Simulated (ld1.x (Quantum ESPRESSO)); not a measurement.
# Reading a pseudo-wave (Zn (Z = 30))

Columns: radius, all-electron u(r) and pseudo u(r) of the 3d shell (level -19.76 eV) of zinc in the configuration [Ne] 3s2 3p6 3d10 4s1 4p0; PBE, scalar-relativistic, RRKJ scheme, ld1.x (Quantum ESPRESSO) 7.5.

```json
{"r (bohr)": "0.085", "all-electron": "0.0858", "pseudo": "0.0261"}
{"r (bohr)": "0.170", "all-electron": "0.3438", "pseudo": "0.1797"}
{"r (bohr)": "0.255", "all-electron": "0.6236", "pseudo": "0.4723"}
{"r (bohr)": "0.340", "all-electron": "0.8381", "pseudo": "0.7943"}
{"r (bohr)": "0.425", "all-electron": "0.9702", "pseudo": "1.0178"}
{"r (bohr)": "0.510", "all-electron": "1.0306", "pseudo": "1.0965"}
{"r (bohr)": "0.595", "all-electron": "1.0382", "pseudo": "1.0748"}
{"r (bohr)": "0.680", "all-electron": "1.0118", "pseudo": "1.0204"}
{"r (bohr)": "0.765", "all-electron": "0.9653", "pseudo": "0.9655"}
{"r (bohr)": "0.850", "all-electron": "0.9085", "pseudo": "0.9085"}
{"r (bohr)": "0.935", "all-electron": "0.8474", "pseudo": "0.8474"}
{"r (bohr)": "1.020", "all-electron": "0.7858", "pseudo": "0.7858"}
{"r (bohr)": "1.105", "all-electron": "0.7258", "pseudo": "0.7258"}
{"r (bohr)": "1.190", "all-electron": "0.6686", "pseudo": "0.6686"}
{"r (bohr)": "1.275", "all-electron": "0.6149", "pseudo": "0.6149"}
{"r (bohr)": "1.360", "all-electron": "0.5648", "pseudo": "0.5648"}
{"r (bohr)": "1.445", "all-electron": "0.5183", "pseudo": "0.5183"}
{"r (bohr)": "1.530", "all-electron": "0.4755", "pseudo": "0.4755"}
{"r (bohr)": "1.615", "all-electron": "0.4361", "pseudo": "0.4361"}
{"r (bohr)": "1.700", "all-electron": "0.3998", "pseudo": "0.3998"}
{"r (bohr)": "1.785", "all-electron": "0.3665", "pseudo": "0.3665"}
{"r (bohr)": "1.870", "all-electron": "0.3359", "pseudo": "0.3359"}
{"r (bohr)": "1.955", "all-electron": "0.3078", "pseudo": "0.3078"}
{"r (bohr)": "2.040", "all-electron": "0.2821", "pseudo": "0.2821"}
{"r (bohr)": "2.125", "all-electron": "0.2585", "pseudo": "0.2585"}
{"r (bohr)": "2.210", "all-electron": "0.2368", "pseudo": "0.2368"}
```

**Question.** How many radial nodes do the two functions have?

**Answer.** The all-electron 3d function has n − l − 1 = 0; the pseudo-wave has 0.

**Question.** At about which radius was the pseudo-wave matched?

**Answer.** 0.80 bohr, where the columns begin to agree (steps of 0.09 bohr).

**Question.** Is the pseudo-wave norm-conserving?

**Answer.** Yes: the RRKJ scheme keeps the norm inside the radius equal to the all-electron one, which fixes the energy derivative of the logarithmic derivative at the level.
